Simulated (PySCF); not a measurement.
`C=C[C@@H]1C(=C)[CH2][Ge@@H]1[F]`, C6H9FGe

Molfile (atoms numbered from 1):
```
C6H9FGe
     RDKit          3D

 17 17  0  0  0  0  0  0  0  0999 V2000
    2.7708    0.0006    0.1112 C   0  0  0  0  0  0  0  0  0  0  0  0
    1.5607    0.0987   -0.4145 C   0  0  0  0  0  0  0  0  0  0  0  0
    0.3059    0.0524    0.3638 C   0  0  2  0  0  0  0  0  0  0  0  0
   -0.8424   -0.7093   -0.2720 C   0  0  0  0  0  0  0  0  0  0  0  0
   -0.7419   -1.8905   -0.8506 C   0  0  0  0  0  0  0  0  0  0  0  0
   -2.0867    0.1491   -0.1826 C   0  0  0  0  0  0  0  0  0  0  0  0
   -0.9178    1.6970    0.3483 Ge  0  0  2  0  0  4  0  0  0  0  0  0
   -0.5885    2.6706   -1.0972 F   0  0  0  0  0  0  0  0  0  0  0  0
    2.9203   -0.1413    1.1700 H   0  0  0  0  0  0  0  0  0  0  0  0
    3.6598    0.0619   -0.4924 H   0  0  0  0  0  0  0  0  0  0  0  0
    1.4339    0.2447   -1.4796 H   0  0  0  0  0  0  0  0  0  0  0  0
    0.4933   -0.2950    1.3826 H   0  0  0  0  0  0  0  0  0  0  0  0
   -1.5923   -2.3763   -1.2998 H   0  0  0  0  0  0  0  0  0  0  0  0
    0.1949   -2.4216   -0.8846 H   0  0  0  0  0  0  0  0  0  0  0  0
   -2.7760   -0.2059    0.5823 H   0  0  0  0  0  0  0  0  0  0  0  0
   -2.6293    0.2227   -1.1231 H   0  0  0  0  0  0  0  0  0  0  0  0
   -1.1718    2.8543    1.3367 H   0  0  0  0  0  0  0  0  0  0  0  0
  1  2  2  0
  2  3  1  0
  3  4  1  0
  4  5  2  0
  4  6  1  0
  6  7  1  0
  7  8  1  0
  7  3  1  0
  1  9  1  0
  1 10  1  0
  2 11  1  0
  3 12  1  1
  5 13  1  0
  5 14  1  0
  6 15  1  0
  6 16  1  0
  7 17  1  1
M  END
```

The calculation used TDDFT PBE0/def2-SVPD circular dichroism and optical rotation, one conformer, gas phase in PySCF 2.14.0. Geometry: GFN2-xTB.

The molecule is flexible and this is one conformer; a measurement averages over conformers. The calculation is non-relativistic, which matters for the atoms heavier than Zn. States above about 7.0 eV (minus the energy of the highest occupied orbital) lie near or above the ionisation threshold and depend on the basis.

(1) Draw the ECD and absorption spectra from the lowest 16 states, each a Gaussian of half-width 0.3 eV at 1/e height.

Answers

(1) 
| E (eV) | λ (nm) | Δε (L mol⁻¹ cm⁻¹) | ε (L mol⁻¹ cm⁻¹) |
| --- | --- | --- | --- |
| 4.79 | 259 | +0.41 | 242 |
| 4.89 | 253 | +1.12 | 657 |
| 4.99 | 248 | +2.46 | 1440 |
| 5.09 | 243 | +4.39 | 2530 |
| 5.19 | 239 | +6.48 | 3630 |
| 5.29 | 234 | +8.37 | 4390 |
| 5.39 | 230 | +10.33 | 4820 |
| 5.49 | 226 | +13.26 | 5450 |
| 5.59 | 222 | +17.55 | 6840 |
| 5.69 | 218 | +22.20 | 9020 |
| 5.79 | 214 | +25.45 | 11200 |
| 5.89 | 210 | +26.38 | 12300 |
| 5.99 | 207 | +25.76 | 11900 |
| 6.09 | 203 | +25.57 | 10500 |
| 6.19 | 200 | +27.79 | 9350 |
| 6.29 | 197 | +32.57 | 9550 |
| 6.39 | 194 | +37.01 | 10900 |
| 6.49 | 191 | +36.08 | 12200 |
| 6.59 | 188 | +25.54 | 12600 |
| 6.69 | 185 | +4.48 | 12200 |
| 6.79 | 183 | -23.99 | 11700 |
| 6.89 | 180 | -52.95 | 11700 |
| 6.99 | 177 | -73.35 | 12000 |
| 7.09 | 175 | -78.19 | 12200 |
| 7.19 | 172 | -66.84 | 11600 |
| 7.29 | 170 | -45.25 | 10200 |

Δε uses R in velocity form, ε uses f in length form. Only the states computed contribute, so the short-wavelength end is incomplete.
